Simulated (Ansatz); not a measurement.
```yaml
crystal:
  periodic: [false, false, false]
  atoms:
    - {symbol: O, position_ang: [-0.668700, 1.990678, 0.967245]}
    - {symbol: Si, position_ang: [0.619336, 1.346036, 0.155956]}
    - {symbol: Si, position_ang: [0.241803, -0.972999, 0.015334]}
    - {symbol: O, position_ang: [0.571212, -1.631520, -1.457434]}
    - {symbol: O, position_ang: [-1.372183, -0.987788, 0.394878]}
    - {symbol: H, position_ang: [-1.419880, 1.395567, 1.038520]}
    - {symbol: H, position_ang: [1.869008, 1.701574, 0.878072]}
    - {symbol: Xx, position_ang: [0.726555, 1.919540, -1.219533]}
    - {symbol: H, position_ang: [0.989011, -1.853785, 0.949072]}
    - {symbol: H, position_ang: [0.312757, -1.130848, -2.233143]}
    - {symbol: H, position_ang: [-1.803621, -1.833555, 0.531633]}
basis:
  gaussian: {orbitals: def2-TZVPP}
total_charge: 1
magnetization: {spin_polarized: true, initial_magnetization: 1}
hamiltonian: {xc: {name: CAM-B3LYP}}
output: {forces: true}
```

```sh
$ ansatz run in.yaml --threads 4 --pin off --events-out ev --progress --plain --max-ram 10444MiB
```

Question: How does Ansatz answer? (Best estimate.)

Answer: The calculation gave: The input was rejected before any iteration.
```
Error: YAML parse error: error: line 11 column 16: `Xx` is not an element symbol (H … Og, case-exact)
 9 |     - {symbol: H, position_ang: [-1.419880, 1.395567, 1.038520]}
10 |     - {symbol: H, position_ang: [1.869008, 1.701574, 0.878072]}
11 |     - {symbol: Xx, position_ang: [0.726555, 1.919540, -1.219533]}
12 |     - {symbol: H, position_ang: [0.989011, -1.853785, 0.949072]}
13 |     - {symbol: H, position_ang: [0.312757, -1.130848, -2.233143]}
```
